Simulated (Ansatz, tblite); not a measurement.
Adding an electron: H3Au3⁺ (the lowest doublet isomer of a short search). Total charge 1; doublet. Geometry: PBE0-D4/def2-TZVP. Ansatz, gas phase; energy differences of separate SCF runs; the reduced species is a singlet (the triplet lies 1.65 eV higher at PBE0-D4/def2-TZVP).

Cartesian coordinates in Å:
```
Au -0.793 -1.836 0.758
Au 0.514 0.422 -0.143
Au 0.590 3.077 -0.503
H 1.543 1.870 0.069
H -2.220 -2.283 0.232
H 0.365 -1.250 -0.414
```

In the def2 sets Au takes a core potential; there is no spin–orbit coupling. The xTB rows come from tblite. The structure comes from a short search, and lower isomers may exist.

Problem. Estimate orbital energies and vertical electron affinities at: GFN1-xTB; GFN2-xTB; PBE-D4/def2-TZVP; r2SCAN-D4/def2-TZVP; PBE0-D4/def2-TZVP.

Solution. 
| level | −HOMO (eV) | −LUMO (eV) | vertical EA (eV) | HOMO–LUMO gap (eV) |
| --- | --- | --- | --- | --- |
| GFN1-xTB | – | – | 13.45 | – |
| GFN2-xTB | – | – | 11.19 | – |
| PBE-D4/def2-TZVP | 10.91 | 10.31 | 7.87 | 0.61 |
| r2SCAN-D4/def2-TZVP | 11.14 | 10.11 | 7.78 | 1.03 |
| PBE0-D4/def2-TZVP | 11.90 | 9.28 | 7.59 | 2.62 |

  HOMO and LUMO are the levels of the spin that leaves or enters (xTB has no such levels and no spin-polarisation term). Other spin states of the ions may lie lower, which would lower the ionisation energy or raise the affinity. Raw xTB energy differences between charge states are shifted by several eV; the methods need an empirical correction for them.
